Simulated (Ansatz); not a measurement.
Stepwise reaction of `[Br][Mg][Br]` with hydrogen fluoride, as a gas-phase model of exchange steps in deposition or etching. ΔE in kJ/mol; ΔG adds harmonic PBE0-D4 terms to CCSD(T)/CBS, at 1 bar.

Gas-phase electronic energies from Ansatz, PBE0-D4/def2-TZVP geometries. CBS: MP2 limit from def2 TZ/QZ plus the TZ coupled-cluster correction, frozen cores. This one scheme is used for every species. Functionals use def2-TZVPP. B3LYP here is the variant with VWN-RPA as its local correlation; programs differ in this. For Br, Mg outer-core shells are correlated without core-valence functions, which leaves a few kJ/mol of doubt a bond. Scalar relativity is left out up to krypton.

```json
{"step": "1", "reaction": "`[Br][Mg][Br]` + H–F → `[F][Mg][Br]` + HBr", "PBE-D4": "25.9", "B3LYP-D4": "24.9", "ωB97M-V": "29.5", "CCSD(T)/CBS": "32.7", "ΔG(400 K)": "22.7"}
```

(1) Give the row of step 2, `[F][Mg][Br]` + H–F → `[F][Mg][F]` + HBr. (An estimate is asked.)

(2) By hand: ΔE of the 2 steps together at CCSD(T)/CBS.

Results:

(1) Computed: 
```tsv
step	reaction	PBE-D4	B3LYP-D4	ωB97M-V	CCSD(T)/CBS	ΔG(400 K)
2	`[F][Mg][Br]` + H–F → `[F][Mg][F]` + HBr	27.3	26.4	31.2	32.4	26.9
```

(2) (32.7) + (32.4) = 65.1 kJ/mol, or 32.5 kJ/mol a step.

In ΔE the steps differ by no more than 0.3 kJ/mol. All are uphill at CCSD(T)/CBS. ΔG lies between 22.7 and 26.9 kJ/mol a step. PBE-D4 differs from CCSD(T)/CBS by -6.8 to -5.1 kJ/mol a step. Isolated molecules leave out the surface, adducts and barriers. Largest T1 diagnostic: 0.012.
